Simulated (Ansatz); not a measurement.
Isolated molecules relaxed with PBE0-D4/def2-TZVP in Ansatz; ΔE leaves out vibrations. CBS: MP2 limit from def2 TZ/QZ plus the TZ coupled-cluster correction, frozen cores. This one scheme is used for every species, atoms too. DFT in def2-TZVPP. B3LYP here is the variant with VWN-RPA as its local correlation; programs differ in this. Open shells (•) are unrestricted, without spin–orbit coupling. Spin–orbit coupling would lower the free atoms: a little for O; strongly for Sn. Elements past krypton have def2 core potentials. For Sn outer-core shells are correlated without core-valence functions, so the limit isn't a true one: a few kJ/mol of doubt a bond, and 10 to 20 or more in all where bonds break to atoms.

Consider the atomization: `[O]=[Sn]` → O• + Sn•.

```
          level  ΔE (kcal/mol)  difference from CCSD(T)/CBS
    LDA (SPW92)          167.5                         31.4
       B3LYP-D4          129.3                         -6.8
   CAM-B3LYP-D4          127.2                         -8.9
         revPBE          133.7                         -2.4
           BLYP          140.3                          4.2
           PBE0          123.1                        -13.0
        LC-ωPBE          122.4                        -13.7
  HF/def2-TZVPP           39.6                        -96.5
CCSD/def2-TZVPP          115.0                        -21.1
 MP2/def2-QZVPP          146.4                         10.3
    CCSD(T)/CBS          136.1                            0
```

Largest T1 diagnostic among the species: 0.033, so the coupled-cluster value is less sure than usual.

From PBE to PBE0 (25 % exact exchange), in def2-TZVPP and without D4, ΔE moves by −18.8 kcal/mol: exact exchange takes away binding that semilocal exchange gives to molecules. Leaving LDA and LC-ωPBE aside and taking each functional with its dispersion term where it has one, the values, not all of them listed here, spread over 35.2 kcal/mol, from BHLYP-D4 to PBE-D4. LDA lies +25.6 kcal/mol from PBE without D4, its usual overbinding. The D4 term adds +1.1 kcal/mol with B3LYP and +0.5 kcal/mol with PBE0; it sums over pairs of atoms, weighted by their polarisabilities, and B3LYP, whose exchange is more repulsive, gets the larger term.

For atomizations the MP2-based limit and the directly extrapolated one differ by several kJ/mol either way, and by 10 to 25 for some Ge, Se and Sn compounds, so smaller differences from it don't rank the levels.
